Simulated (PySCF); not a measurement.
**Exercise with solution: chemical shift, span and skew from a shielding tensor**

B(NH2)3 (BH₆N₃), SMILES NB(N)N. Atoms are numbered in the order given.

```xyz
10

B      0.0007    -0.0008     0.0000
N      0.0334    -0.7151     1.2411
H     -0.1037    -0.2572     2.1318
H     -0.0811    -1.7180     1.2943
N     -0.0540     1.4337     0.0000
H      0.1383     1.9655     0.8389
H      0.1383     1.9655    -0.8389
N      0.0334    -0.7151    -1.2411
H     -0.1037    -0.2572    -2.1318
H     -0.0811    -1.7180    -1.2943
```

Geometry optimised at B3LYP-D3(BJ)/def2-SVP. One conformer was computed; it need not be the lowest.

GIAO shieldings from PBE0/pcSseg-1 run with PySCF, non-relativistic, no solvent. The symmetric part of the tensor of N2 has the principal values 201.5, 205.5, 266.4 ppm. The same nucleus in NH3 has σ = 267.4 ppm at this level (PySCF, at its B3LYP-D3(BJ)/def2-TZVP geometry).

**Question.** Work out the isotropic shielding, the ¹⁵N shift against NH3, the span and the skew.

**Answer.** 
σ(iso) = (σ11 + σ22 + σ33)/3 = 224.5 ppm. δ = σ(ref) − σ(iso) = 267.4 − (224.5) = 42.9 ppm.
Span Ω = σ33 − σ11 = 64.9 ppm. Skew κ = 3(σ(iso) − σ22)/Ω = 0.88. Tumbling in solution averages the tensor to δ; in a static solid the shielding alone would spread this spin-1/2 line over Ω.
